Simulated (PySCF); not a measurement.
Stepwise substitution at one centre (Sn Cl-OH). All species are isolated molecules in the gas phase. One relaxed conformer stands for each flexible species; it need not be the lowest. Strings in code marks are SMILES.

Level of theory: PBE-D3(BJ)/def2-TZVP // r2SCAN-D4/def2-TZVP (PySCF). All candidates: neutral, multiplicity 1. Excitations are Tamm–Dancoff values on a coarser integration grid. The basis has no diffuse functions, so Rydberg states are missing or too high.

- S1 excitation (TDA): 4.68 eV
- T1 excitation (TDA): 4.34 eV
- HOMO–LUMO gap: 4.52 eV

Q: Which member has these values?
A) `[OH][Sn]([Cl])([Cl])[Cl]`
B) `[OH][Sn]([OH])([OH])[OH]`
C) `[OH][Sn]([OH])([OH])[Cl]`

A: C, `[OH][Sn]([OH])([OH])[Cl]`. The others give `[OH][Sn]([Cl])([Cl])[Cl]`: 4.35 eV, 4.04 eV, 4.21 eV; `[OH][Sn]([OH])([OH])[OH]`: 4.88 eV, 4.50 eV, 4.69 eV
